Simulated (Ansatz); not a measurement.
Compare A (`F[Si]1(Br)CC1`) with its isomer B (`FC1(Br)C[SiH2]1`).

Calculated with Ansatz (gas phase, PBE0-D4/def2-TZVP geometries, no zero-point term in ΔE). CCSD(T)/CBS adds triple-zeta CCSD(T) − MP2 to the extrapolated MP2 energy (def2 sets, frozen cores). DFT in def2-TZVPP. B3LYP here is the variant with VWN-RPA as its local correlation; programs differ in this. For Br outer-core shells are correlated without core-valence functions, which leaves a few kJ/mol of doubt a bond. Scalar relativity is left out up to krypton.

A:

```xyz
9

F     1.0491    0.5885    2.0073
Si    0.8672    0.1083    0.5057
Br    2.8404   -0.3030   -0.3484
C    -0.5114    0.7156   -0.4915
C    -0.6120   -0.8003    0.0055
H    -1.2471    1.3867   -0.0582
H    -0.4112    0.8477   -1.5640
H    -0.5694   -1.5504   -0.7777
H    -1.4057   -0.9932    0.7214
```

B:

Z-matrix (Å, degrees):
```
C
Br 1 1.927
C 1 1.518 2 115.4
F 1 1.356 2 110.6 3 -132.8
Si 1 1.863 2 119.5 3 75.8
H 3 1.084 1 117.6 2 -2.7
H 3 1.088 1 112.8 2 -137.7
H 5 1.477 1 118.5 2 150.9
H 5 1.475 1 118.8 2 -0.2
```

Which is lower in electronic energy at CCSD(T)/CBS, and by how much? (Best estimate.)

The calculation gave: A, by 88.4 kcal/mol.

Give E(B) − E(A) in kcal/mol with B3LYP, ωB97M-V, MP2/def2-TZVPP, CCSD/def2-TZVPP, r2SCAN-D4, CCSD(T)/def2-TZVPP, HF/def2-TZVPP. (An estimate is asked.)

The calculation gave: B3LYP 85.3, ωB97M-V 86.7, MP2/def2-TZVPP 90.2, CCSD/def2-TZVPP 88.3, r2SCAN-D4 86.4, CCSD(T)/def2-TZVPP 87.0, HF/def2-TZVPP 92.0. None reverses the order clearly.

Largest T1 diagnostic: 0.011.

From PBE to PBE0 (25 % exact exchange), in def2-TZVPP and without D4, E(B) − E(A) moves by +3.9 kcal/mol. In def2-TZVPP, CCSD(T) changes the Hartree–Fock value by −5.0 kcal/mol (the triples alone add −1.3 kcal/mol) and MP2 by −1.8 kcal/mol.
